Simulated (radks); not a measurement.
C5+, 1 electrons, occupied as 1s1 (the NIST ground configuration).

Calculated with a radial shooting solver on a logarithmic mesh with Libxc functionals: non-relativistic Kohn-Sham, PBE, spin-polarised, spherical densities, point nucleus; open shells are filled with parallel spins first.

Energy parts (eV):
part                    energy
total                 -488.924
kinetic                488.753
electron-nucleus      -978.538
Hartree                 50.852
exchange-correlation   -49.991

Orbitals (lengths in bohr, moments of r in powers of bohr; <r^-3> diverges for s and p1/2; r(max) is where P^2 peaks):
| orbital | occ. | eigenvalue (eV) | r(max) | <r^-3> |
|---|---|---|---|---|
| 1s up | 1 | -451.8436 | 0.1662 | - |

The highest occupied level is 1s up at -451.84 eV. Summed over all electrons, <r^2> = 0.08442 bohr^2, which gives a Langevin (diamagnetic) susceptibility term of -0.0669 x 10^-6 cm^3/mol. Spin moment in Bohr magnetons: 1. The density falls to 0.001 e/bohr^3 at r = 0.94 bohr. The spin density at the nucleus is 69.21 e/bohr^3 (1s 69.21), a Fermi contact field of 3.63e+03 T. For comparison, the ionisation energy in NIST's Atomic Spectra Database is 489.99 eV (theoretical). In exact Kohn-Sham theory the highest level is minus the ionisation energy, but local and semilocal functionals leave it too shallow, through self-interaction and a potential that decays too fast; potentials with the right tail come closer. The electron density at the nucleus is 69.21 e/bohr^3.
